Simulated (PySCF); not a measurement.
# Exercise with solution: dipole moment from atomic charges

Ge(F)(SH) (FGeHS), SMILES [F][Ge][SH] (connectivity only; charge and spin as stated), neutral, multiplicity 1. Atoms are numbered in the order given.

```xyz
4

Ge     0.4473     0.5195     0.0000
F     -1.1643     1.2539     0.0000
S     -0.2990    -1.6121     0.0000
H      0.9490    -2.1160     0.0000
```
Charge 0, spin multiplicity 1.

Geometry optimised at B3LYP-D3(BJ)/def2-TZVP. One conformer was computed; it need not be the lowest.

Charges (e) from B3LYP/def2-TZVPD (PySCF):

```json
[
 {"atom": "Ge1", "ESP fit": "0.284", "IAO": "0.681"},
 {"atom": "F2", "ESP fit": "-0.223", "IAO": "-0.530"},
 {"atom": "S3", "ESP fit": "-0.197", "IAO": "-0.246"},
 {"atom": "H4", "ESP fit": "0.137", "IAO": "0.095"}
]
```

The dipole moment of the full density is 2.65 D.

Task: What dipole moment does each set of point charges give, and which comes closer to that of the density?

Result: 
μ = Σ q r, and 1 e Å = 4.8032 D.
ESP fit: Σ q r = (0.576, -0.104, 0.000) e Å, |μ| = 2.81 D.
IAO: Σ q r = (1.085, -0.115, 0.000) e Å, |μ| = 5.24 D.
ESP fit comes closer in size. Point charges leave out the atoms' own dipoles (lone pairs, polarised bonds); fits to the potential absorb them, partitions of the density don't.
